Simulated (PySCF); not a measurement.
AlBrFH₂N, SMILES [NH2][Al]([F])[Br]. Atoms are numbered in the order given.

```xyz
6

Al     0.0692    -0.9419     0.0000
F      1.5585    -1.6724     0.0000
Br    -0.0440     1.2927     0.0000
N     -1.3814    -1.9229     0.0000
H     -2.3246    -1.5530     0.0000
H     -1.3926    -2.9363     0.0000
```

Coordinates come from a PBE0-D3(BJ)/def2-SVP optimisation. Other conformers were not sampled.

Computed with HF/def2-TZVPD in PySCF.

Mulliken values depend strongly on the basis, most of all with diffuse functions as here. Atomic charges (e):

```
atom  Mulliken    IAO
----  --------  -----
Al1       0.87   1.36
F2       -0.43  -0.63
Br3      -0.40    [?]
N4       -0.42    [?]
H5        0.19    [?]
H6        0.19    [?]
```

**Question.** Fill in the missing entries. (Estimate from the structure and the level; the computed values follow.)

**Answer.** 
- Br3, IAO: -0.33
- N4, IAO: -0.95
- H5, IAO: 0.28
- H6, IAO: 0.28
